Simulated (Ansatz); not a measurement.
System: CH$_{5}$Ga, charge 0, singlet. CH5Ga (SMILES [CH3][GaH2]).
B3LYP-D3(BJ)/def2-TZVP minimum from Ansatz (a quantum-chemistry and plane-wave program):
```xyz
7

Ga     0.0072    -0.2031    -0.3602
H     -1.3158    -0.3355    -1.2064
H      1.3378    -0.8297    -0.9244
C     -0.0211     0.7607     1.3684
H     -0.1021     1.8345     1.1753
H      0.8800     0.5878     1.9555
H     -0.8948     0.4756     1.9571
```
Charge 0, spin multiplicity 1.

Property: atomisation energy (electronic, to ground-state atoms), in kcal/mol. UHF or UKS for unpaired electrons; spin-orbit terms are left out. Correlated methods leave the cores frozen (noble-gas shells, and filled d and f shells in the p block). No relativity. CBS(X,Y): correlation extrapolated as X^-3, Hartree-Fock from the larger set (Q,5: extrapolated as (X+1)exp(-9√X)). A bracket is a step between two methods taken in the basis named. Double hybrids freeze cores in their MP2 part. Where a partner has so few electrons that a lower coupled-cluster level is exact, that level stands in.

CCSD(T)/CBS(cc-pVQZ,cc-pV5Z) + [CCSDT(Q) - CCSD(T)]/cc-pVTZ + [CCSDTQ - CCSDT(Q)]/cc-pVDZ (Ansatz) gives 498.7 kcal/mol.

### Question
How far off this value is PBE/def2-TZVPD (Ansatz), in which direction, and how far these levels: B3LYP/def2-TZVPD, PBE0/def2-TZVPD, B2PLYP/def2-TZVPD, CCSD(T)/CBS(cc-pVQZ,cc-pV5Z)?

### Answer
PBE gives 496.4 kcal/mol, 2.3 kcal/mol below it. Differences of the others: B3LYP/def2-TZVPD (Ansatz) -3.9; PBE0/def2-TZVPD (Ansatz) -3.3; B2PLYP/def2-TZVPD (Ansatz) -7.9; CCSD(T)/CBS(cc-pVQZ,cc-pV5Z) (Ansatz) -0.2 kcal/mol.
